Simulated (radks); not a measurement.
Q: These are the eigenvalues of the occupied orbitals of an atom or ion with whole-number occupations (eV). Method: scalar-relativistic Kohn-Sham, BLYP, spin-polarised, spherical densities, finite nucleus; Fermi nuclear charge, rms radius of each element as measured or else 0.836 A^(1/3) + 0.57 fm; computed with a radial shooting solver on a logarithmic mesh with Libxc functionals.

1s: -35642.79
2s: -7601.746
2p: -7109.676
3s: -3071.022

Which element is it, and in what charge state? The configuration may be excited. Open shells, if any, are filled with parallel spins first.

A: Z = 53, iodine, charge +41: I41+ in [Ne] 3s2. The list shows which subshells hold electrons but not how many an open one holds; the 1s level, -1309.8 hartree, gives Z - s = 51.2 by -(Z - s)^2/2, which with screening and relativity narrows Z to a few neighbours, and the depths of the outer levels then fix element, charge and occupations together.
